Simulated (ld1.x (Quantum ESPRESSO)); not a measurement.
## Pt (Z = 78): variants of one TM potential

Base potential:

Pt, norm-conserving Troullier–Martins (Kleinman–Bylander form), made with ld1.x (Quantum ESPRESSO) 7.5 (PBE, scalar-relativistic). Core [Kr] 4d10 4f14, reference 5s2 5p6 5d9 6s1 6p0. Waves: 5p (bound): rc 1.80 bohr; 5d (bound): rc 1.65 bohr; 5s (bound): rc 1.70 bohr. Local part: the s channel. Core correction: none.

Occupied shells without a wave of their own: 6s. They enter only through the test configuration that unscreens the potential.

Cutoffs, loose and tight: the cutoffs (Ry, on a coarse ladder) from which the occupation-weighted sum of valence levels, in a spherical-Bessel basis at the reference potential, stays within 10 and 1 mRy of its value at 400 Ry. They do not see the model core or the augmentation charge, which bear on the density cutoff. Test errors are all-electron minus pseudo excitation energies from the reference, over the configurations 5s2 5p6 5d9 6s0 6p0; 5s2 5p6 5d8 6s0 6p0; 5s2 5p6 5d7 6s0 6p0; 5s1 5p6 5d9 6s1 6p0; 5s2 5p6 5d8 6s1 6p0; 5s2 5p6 5d6 6s0 6p0; 5s2 5p6 5d10 6s0 6p0. A dash means not determined; rows that change the core or the reference have their own tests. The largest error is taken over the tests solved by every variant that gives reliable tests at all: 5s2 5p6 5d10 6s0 6p0; 5s2 5p6 5d6 6s0 6p0; 5s2 5p6 5d7 6s0 6p0; 5s2 5p6 5d8 6s0 6p0; 5s2 5p6 5d8 6s1 6p0; 5s2 5p6 5d9 6s0 6p0.

A true bound ghost makes a file unfit for plane-wave use even where its test errors are small: the radial tests pick states by their node count and pass the ghost by.

Cutoffs are not given where the Bessel-basis levels miss the radial ones by over 6 mRy, ghosts where they miss by over 20 mRy; a channel whose overlap is not positive is not tested.

| change | outcome | cutoff, loose | cutoff, tight | bound ghosts | largest test error (meV) |
| --- | --- | --- | --- | --- | --- |
| base | generated, misses its reference levels by 6.71 eV | – | – | not determined | +10958 |
| wave 5d (bound): rc 1.65 bohr becomes 5d (bound): rc 2.24 bohr | failed: run_pseudo: Errors in PS-KS equation | – | – | – | – |
| functional PBEsol | generated, misses its reference levels by 11.41 eV | – | – | not determined | -8533 |
| core correction a·sin(br)/r model core inside 1.82 bohr | failed: run_pseudo: Errors in PS-KS equation | – | – | – | – |
| all radii scaled by about 0.83 (s 1.42, p 1.50, d 1.38 bohr) | generated, misses its reference levels by 1.41 eV | 90 Ry | 140 Ry | none | -3923 |
| type RRKJ; local potential all-electron potential smoothed inside 1.80 bohr (lloc = -1) | failed: run_pseudo: Errors in PS-KS equation | – | – | – | – |
| fully relativistic | failed: run_pseudo: Errors in PS-KS equation | – | – | – | – |
| wave 5p (bound): rc 1.80 bohr becomes 5p (bound): rc 1.20 bohr | generated, misses its reference levels by 6.67 eV | – | – | not determined | +10943 |
| reference 5s2 5p6 5d10 6s0 6p0 | generated | 50 Ry | 70 Ry | s (extra level of the local part) | +5850 |
| core correction a·sin(br)/r model core inside 1.22 bohr | failed: run_pseudo: Errors in PS-KS equation | – | – | – | – |
| wave 5d (bound): rc 1.65 bohr becomes 5d (bound): rc 1.48 bohr | generated, misses its reference levels by 6.72 eV | – | – | not determined | +10959 |

(1) What comes out with this change to the base: wave 5s (bound): rc 1.70 bohr becomes 5s (bound): rc 1.22 bohr?

Answers

(1) outcome: generated, misses its reference levels by 0.41 eV; cutoff, loose: 110 Ry; cutoff, tight: 180 Ry; bound ghosts: none; largest test error (meV): -1208.
